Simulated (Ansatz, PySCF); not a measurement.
System: SiCl$_{2}$, charge 0, singlet. SiCl2 (SMILES Cl[Si]Cl).
B3LYP-D3(BJ)/def2-TZVP minimum from Ansatz (an electronic-structure program):
```
Si
Cl 1 2.0938
Cl 1 2.0938 2 101.66
```

Atomisation energy term by term, kcal/mol (programs: Ansatz). Radicals and triplets start from unrestricted determinants; spin-orbit coupling is neglected. Cores are frozen in correlated methods. Rows without X2C or -DK are non-relativistic. CBS(X,Y): correlation extrapolated as X^-3, Hartree-Fock from the larger set (Q,5: extrapolated as (X+1)exp(-9√X)). A bracket is a step between two methods taken in the basis named. '+ core + X2C': CCSD(T) terms for core correlation (cc-pwCVTZ, 1s frozen past Ne) and scalar relativity (cc-pVTZ-DK). The restricted determinant of Cl2Si (Cl[Si]Cl, singlet) is unstable towards broken spin symmetry in at least one set run.

| term | basis | kcal/mol |
|---|---|---|
| Hartree-Fock | CBS(cc-pV(Q+d)Z,cc-pV(5+d)Z) | 145.29 |
| CCSD correlation | CBS(cc-pV(Q+d)Z,cc-pV(5+d)Z) | 56.04 |
| (T) | CBS(cc-pV(Q+d)Z,cc-pV(5+d)Z) | 7.49 |
| CCSDT(Q) - CCSD(T) | cc-pV(T+d)Z | 0.09 |
| core correlation | cc-pwCVTZ | 0.58 |
| scalar relativity | X2C, cc-pVTZ-DK | -0.40 |
| minus zero-point energy | Hessian by PySCF at B3LYP-D3(BJ)/def2-TZVP | -1.70 |
| sum: D0 |  | 207.4 |

The step beyond CCSD(T) by other levels: CCSDT(Q) in cc-pV(D+d)Z 0.47 kcal/mol.
